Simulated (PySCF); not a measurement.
**Correlation energy of N²⁺ (nitrogen, charge +2)**

[He] 2s2 3s1, 2S determinant (an excited configuration). Computed with PySCF 2.14 in aug-cc-pwCVDZ (5s4p2d, 27 functions), with the non-relativistic Hamiltonian (point nucleus). Frozen: nothing; 5 electrons correlated.

MP2 pair energies summed by pair of shells (mhartree):

```tsv
pair	energy	share (%)
2s-2s	-47.28	53.2
1s-1s	-21.60	24.3
2s-3s	-13.77	15.5
1s-2s	-5.87	6.6
1s-3s	-0.36	0.4
```

Total MP2 correlation energy: -88.88 mhartree.

Same-spin part -5.79 and opposite-spin part -83.09 mhartree; SCS-MP2 scales them by 1/3 and 6/5 to -101.64 mhartree.
